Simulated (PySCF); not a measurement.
Geometries of 2 isomers of CH5GeNO, from PBE0-D3(BJ)/def2-SVP geometry optimisation, gas phase (PySCF 2.14.0). One conformer each, no zero-point energy, no frequencies.

Task: Which isomer lies lower at this level?
A.
```xyz
9
angstrom
N      1.310    0.680   -0.579
C      1.189   -0.425    0.028
O      0.013   -0.862    0.443
Ge    -1.394    0.261    0.064
H      2.277    0.879   -0.831
H      2.005   -1.127    0.279
H     -1.550    0.396   -1.453
H     -2.546   -0.548    0.679
H     -1.196    1.594    0.791
```
B.
```xyz
9
angstrom
O      1.131    1.411    0.804
C      1.371    0.353    0.264
N      0.409   -0.493   -0.176
Ge    -1.378    0.005    0.061
H      2.414   -0.005    0.088
H      0.695   -1.360   -0.614
H     -1.655    1.296   -0.716
H     -2.161   -1.177   -0.538
H     -1.670    0.157    1.557
```

Result: B. That is `O=C[NH][GeH3]`, 10.0 kcal/mol below the other.

```tsv
SMILES	atoms numbered as above	E (Eh)	relative (kcal/mol)	relative (kJ/mol)	dipole (D)
O=C[NH][GeH3]	[O:1]=[CH:2][NH:3][GeH3:4]	-2247.26900	0.0	0.0	3.39
[H]/N=C/[O][GeH3]	[H]/[N:1]=[CH:2]/[O:3][GeH3:4]	-2247.25303	10.0	41.9	0.67
```

As drawn, the lower has a C=O bond and a C(=O)–N unit, which the higher lacks; the higher has a C=N bond, which the lower lacks.
